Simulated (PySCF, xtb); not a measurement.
C3H9O3Si, SMILES CO[Si](OC)OC, multiplicity 2. Other conformers were not sampled.

Harmonic wavenumbers (cm⁻¹) from GFN2-xTB (xtb 6.7.1) at its own minimum, in rising order: 67, 67, 76, 96, 98, 104, 147, 148, 217, 330, 334, 334, 686, 784, 785, 1129, 1130, 1134, 1136, 1136, 1143, 1145, 1145, 1159, 1406, 1410, 1410, 1474, 1474, 1475, 1483, 1483, 1484, 2945, 2947, 2948, 2975, 2976, 2977, 2984, 2986, 2986.

Task: What does PySCF with PBE-D3(BJ)/def2-SVP give at its own minimum? (The exact figures need the calculation; the answer reports its results.)

Result: 44, 51, 51, 79, 81, 81, 139, 139, 201, 327, 327, 351, 652, 774, 774, 1107, 1107, 1122, 1132, 1132, 1132, 1156, 1156, 1161, 1415, 1416, 1416, 1419, 1419, 1420, 1426, 1426, 1426, 2928, 2928, 2931, 3006, 3006, 3006, 3043, 3043, 3043. Paired by order, the mean absolute difference is 24 cm⁻¹ and the zero-point energies are 77.7 and 77.2 kcal/mol.
